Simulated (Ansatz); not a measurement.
`Cc1ccnc(C)c1` + `NB(O)O[SiH3]` → `COB(N)O[SiH3]` + `Cc1ccncc1`  (substitution at a C–C bond)

Calculated with Ansatz (gas phase, PBE0-D4/def2-TZVP geometries, no zero-point term in ΔE). CBS: MP2 limit from def2 TZ/QZ plus the TZ coupled-cluster correction, frozen cores. DFT in def2-TZVPP. B3LYP here is the variant with VWN-RPA as its local correlation; programs differ in this. One conformer a species, not always the lowest.

`Cc1ccnc(C)c1`:

```xyz
17

C     1.403   -1.921    0.876
C     0.520   -0.736    0.648
C    -0.104   -0.083    1.704
C    -0.928    0.995    1.431
N    -1.166    1.458    0.211
C    -0.572    0.842   -0.811
C    -0.856    1.388   -2.175
C     0.272   -0.249   -0.628
H     2.028   -2.126    0.005
H     2.053   -1.770    1.740
H     0.803   -2.814    1.073
H     0.050   -0.406    2.728
H    -1.424    1.520    2.245
H    -0.335    0.828   -2.952
H    -1.930    1.356   -2.375
H    -0.552    2.436   -2.231
H     0.738   -0.718   -1.489
```

`NB(O)O[SiH3]`:

```xyz
11

N    -0.772   -1.418   -1.316
B    -0.003   -0.514   -0.555
O     1.348   -0.320   -0.730
O    -0.623    0.224    0.420
Si   -0.004    1.343    1.456
H    -1.757   -1.522   -1.149
H    -0.414   -2.000   -2.049
H     1.748   -0.850   -1.419
H    -1.135    1.812    2.293
H     1.039    0.748    2.330
H     0.572    2.497    0.718
```

`COB(N)O[SiH3]`:

```xyz
14

C     2.200    0.826   -0.319
O     1.345    0.023   -1.099
B     0.093   -0.293   -0.652
N    -0.717   -1.106   -1.470
O    -0.331    0.186    0.568
Si   -1.658    0.044    1.511
H     3.127    0.958   -0.877
H     2.429    0.353    0.641
H     1.761    1.808   -0.122
H    -0.392   -1.438   -2.359
H    -1.655   -1.374   -1.237
H    -2.763   -0.644    0.783
H    -1.324   -0.742    2.725
H    -2.113    1.399    1.907
```

`Cc1ccncc1`:

```xyz
14

C    -1.228    0.760   -1.395
C    -0.323    0.184   -0.352
C     0.558   -0.850   -0.643
C     1.396   -1.331    0.351
N     1.414   -0.862    1.594
C     0.569    0.124    1.872
C    -0.307    0.673    0.949
H    -1.501    0.012   -2.141
H    -0.731    1.581   -1.920
H    -2.142    1.159   -0.952
H     0.593   -1.283   -1.636
H     2.088   -2.140    0.134
H     0.588    0.499    2.892
H    -0.974    1.475    1.246
```

| level | ΔE (kcal/mol) | difference from CCSD(T)/CBS |
| --- | --- | --- |
| PBE-D4 | 16.6 | -0.5 |
| r2SCAN-D4 | 17.0 | -0.1 |
| PBE0-D4 | 17.0 | -0.1 |
| B3LYP-D4 | 15.4 | -1.7 |
| ωB97X-V | 15.9 | -1.2 |
| ωB97M-V | 16.6 | -0.5 |
| B2PLYP | 16.1 | -1.0 |
| PBE | 16.5 | -0.6 |
| r2SCAN | 16.9 | -0.2 |
| PBE0 | 16.9 | -0.2 |
| B3LYP | 15.1 | -2.0 |
| HF/def2-TZVPP | 14.3 | -2.8 |
| MP2/def2-TZVPP | 18.4 | 1.3 |
| SCS-MP2/def2-TZVPP | 16.9 | -0.2 |
| CCSD/def2-TZVPP | 16.4 | -0.7 |
| CCSD(T)/def2-TZVPP | 16.7 | -0.4 |
| HF/def2-QZVPP | 14.3 | -2.8 |
| MP2/def2-QZVPP | 18.6 | 1.5 |
| SCS-MP2/def2-QZVPP | 17.1 | 0.0 |
| HF/CBS(def2) | 14.2 | -2.9 |
| MP2/CBS(def2) | 18.8 | 1.7 |
| CCSD/CBS(def2) | 16.8 | -0.3 |
| CCSD(T)/CBS | 17.1 | 0 |

Largest T1 diagnostic among the species: 0.012.

In def2-TZVPP, CCSD(T) changes the Hartree–Fock value by +2.4 kcal/mol (the triples alone add +0.3 kcal/mol) and MP2 by +4.1 kcal/mol.
